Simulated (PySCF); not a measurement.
C3H9N, triplet, at the geometry of the source list (a higher spin typed on purpose: for a closed-shell molecule this is an excited state) (in this run its highest filled SCF level lies above zero, so its values depend strongly on the basis, on diffuse functions most of all); SVWN5/STO-3G (PySCF).

The PySCF input:
```python
from pyscf import gto, scf, dft

mol = gto.Mole()
mol.atom = '''
    C    -0.61420000    1.11590000    0.56410000
    C    -0.09010000    0.02020000   -0.36040000
    C     1.35060000   -0.34120000   -0.00900000
    N    -0.92020000   -1.16670000   -0.18850000
    H     0.00310000    2.00670000    0.48570000
    H    -0.60020000    0.76100000    1.59070000
    H    -1.63700000    1.37810000    0.30330000
    H    -0.11220000    0.39990000   -1.40170000
    H     1.72360000   -1.11430000   -0.67700000
    H     1.39180000   -0.71630000    1.00970000
    H     1.99300000    0.53090000   -0.09460000
    H    -0.60270000   -1.91270000   -0.79820000
    H    -1.88540000   -0.96140000   -0.42410000
'''
mol.basis = 'sto-3g'
mol.spin = 2
mol.verbose = 4
mol.build()

mf = dft.UKS(mol)
mf.xc = 'lda,vwn'
mf.kernel()
mf.analyze()
```

**Question.** Predict the main parts of the log of this PySCF run.

**Answer.** 
```
PySCF version 2.14.0

[INPUT] verbose = 4
[INPUT] num. atoms = 13
[INPUT] num. electrons = 34
[INPUT] charge = 0
[INPUT] spin (= nelec alpha-beta = 2S) = 2
[INPUT] symmetry False subgroup None
[INPUT] Mole.unit = angstrom
[INPUT] Symbol           X                Y                Z      unit          X                Y                Z       unit  Magmom
[...]
nuclear repulsion = 136.088350249605
number of shells = 21
number of NR pGTOs = 87
number of NR cGTOs = 29
basis = sto-3g
ecp = {}

******** <class 'pyscf.dft.uks.UKS'> ********
method = UKS
initial guess = minao
damping factor = 0
level_shift factor = 0
DIIS = <class 'pyscf.scf.diis.CDIIS'>
diis_start_cycle = 1
diis_space = 8
diis_damp = 0
SCF conv_tol = 1e-09
SCF conv_tol_grad = None
SCF max_cycles = 50
direct_scf = True
direct_scf_tol = 1e-13
number electrons alpha = 18  beta = 16
XC library pyscf.dft.libxc version 7.1.2
    S. Lehtola, C. Steigemann, M. J. T. Oliveira, and M. A. L. Marques,  SoftwareX 7, 1–5 (2018)
XC functionals = lda,vwn
    P. A. M. Dirac,  Math. Proc. Cambridge Philos. Soc. 26, 376 (1930)
    F. Bloch,  Z. Phys. 57, 545 (1929)
    S. H. Vosko, L. Wilk, and M. Nusair,  Can. J. Phys. 58, 1200 (1980)
radial grids:
    Treutler-Ahlrichs [JCP 102, 346 (1995); DOI:10.1063/1.469408] (M4) radial grids

becke partition: Becke, JCP 88, 2547 (1988); DOI:10.1063/1.454033
pruning grids: <function nwchem_prune>
grids dens level: 3
symmetrized grids: False
atomic radii adjust function: <function treutler_atomic_radii_adjust>
small_rho_cutoff = 0
Set gradient conv threshold to 3.16228e-05
tot grids = 144528
init E= -170.8211738071

cycle= 1 E= -170.23789468313  delta_E= 0.583  |g|= 0.277  |ddm|= 3.58

cycle= 2 E= -170.08956913311  delta_E= 0.148  |g|= 0.495  |ddm|= 3.79

cycle= 3 E= -170.280335817267  delta_E= -0.191  |g|= 0.181  |ddm|= 2.89

cycle= 4 E= -170.305663787297  delta_E= -0.0253  |g|= 0.0491  |ddm|=    1

cycle= 5 E= -170.308078133773  delta_E= -0.00241  |g|= 0.0133  |ddm|= 0.508

cycle= 6 E= -170.307963692479  delta_E= 0.000114  |g|= 0.0189  |ddm|= 0.362

cycle= 7 E= -170.308341283574  delta_E= -0.000378  |g|= 0.00564  |ddm|= 0.141

cycle= 8 E= -170.30838998391  delta_E= -4.87e-05  |g|= 0.000418  |ddm|= 0.0559

cycle= 9 E= -170.308390179707  delta_E= -1.96e-07  |g|= 7.11e-05  |ddm|= 0.00251

cycle= 10 E= -170.308390183084  delta_E= -3.38e-09  |g|= 3.93e-05  |ddm|= 0.00105

cycle= 11 E= -170.308390184437  delta_E= -1.35e-09  |g|= 2.84e-05  |ddm|= 0.000924

cycle= 12 E= -170.308390185924  delta_E= -1.49e-09  |g|= 4.98e-06  |ddm|= 0.000426

cycle= 13 E= -170.308390185946  delta_E= -2.19e-11  |g|= 1.79e-06  |ddm|= 2.93e-05

Extra cycle  E= -170.308390185899  delta_E= 4.75e-11  |g|= 6.69e-06  |ddm|= 6.87e-05
converged SCF energy = -170.308390185899  <S^2> = 2.000934  2S+1 = 3.0006226
**** SCF Summaries ****
Total Energy =                        -170.308390185898787
Nuclear Repulsion Energy =             136.088350249604702
One-electron Energy =                 -501.364028644229336
Two-electron Energy =                  194.967288208725819
Two-electron Coulomb Energy =          220.022377422565427
DFT Exchange-Correlation Energy =      -25.055089213839619
**** MO energy ****
                             alpha | beta                alpha | beta
[...]
To work with the spin densities directly, `use mulliken_meta_spin()` only printing them here.

 ** Mulliken spin pop alpha/beta on meta-lowdin orthogonal AOs **
 ** Mulliken Spin Density (per AO)  **
spin_pop of  0 C 1s        0.00000
spin_pop of  0 C 2s       -0.00008
spin_pop of  0 C 2px       0.00159
spin_pop of  0 C 2py       0.01292
spin_pop of  0 C 2pz       0.00582
spin_pop of  1 C 1s       -0.00001
spin_pop of  1 C 2s        0.00670
spin_pop of  1 C 2px       0.06187
spin_pop of  1 C 2py       0.15864
spin_pop of  1 C 2pz       0.05994
spin_pop of  2 C 1s        0.00000
spin_pop of  2 C 2s       -0.00007
spin_pop of  2 C 2px       0.00828
spin_pop of  2 C 2py       0.00760
spin_pop of  2 C 2pz       0.00446
spin_pop of  3 N 1s        0.00012
spin_pop of  3 N 2s        0.30698
spin_pop of  3 N 2px       0.01388
spin_pop of  3 N 2py       0.09663
spin_pop of  3 N 2pz       0.72690
spin_pop of  4 H 1s        0.04978
spin_pop of  5 H 1s        0.01843
spin_pop of  6 H 1s        0.00009
spin_pop of  7 H 1s        0.13549
spin_pop of  8 H 1s        0.00010
spin_pop of  9 H 1s        0.01845
spin_pop of  10 H 1s        0.04979
spin_pop of  11 H 1s        0.12767
spin_pop of  12 H 1s        0.12801
 ** Mulliken Spin Density (per atom)  **
spin density of  0 C =      0.02026
spin density of  1 C =      0.28714
spin density of  2 C =      0.02026
spin density of  3 N =      1.14451
spin density of  4 H =      0.04978
spin density of  5 H =      0.01843
spin density of  6 H =      0.00009
spin density of  7 H =      0.13549
spin density of  8 H =      0.00010
spin density of  9 H =      0.01845
spin density of  10 H =      0.04979
spin density of  11 H =      0.12767
spin density of  12 H =      0.12801
 ** Mulliken pop alpha/beta on meta-lowdin orthogonal AOs **
 ** Mulliken pop       alpha | beta **
[...]
In total            18.00000 | 16.00000
 ** Mulliken atomic charges   ( Nelec_alpha | Nelec_beta ) **
charge of  0C =     -0.18817  (     3.10422      3.08395 )
charge of  1C =     -0.02681  (     3.15698      2.86983 )
charge of  2C =     -0.18816  (     3.10421      3.08395 )
charge of  3N =     -0.04898  (     4.09675      2.95224 )
charge of  4H =      0.02812  (     0.51083      0.46105 )
charge of  5H =      0.04735  (     0.48554      0.46711 )
charge of  6H =      0.04905  (     0.47552      0.47543 )
charge of  7H =      0.05871  (     0.53839      0.40290 )
charge of  8H =      0.04903  (     0.47553      0.47543 )
charge of  9H =      0.04733  (     0.48556      0.46711 )
charge of  10H =      0.02812  (     0.51083      0.46104 )
charge of  11H =      0.07231  (     0.52768      0.40001 )
charge of  12H =      0.07210  (     0.52795      0.39995 )
Dipole moment(X, Y, Z, Debye): -1.01819, -1.08803, -0.72856
```
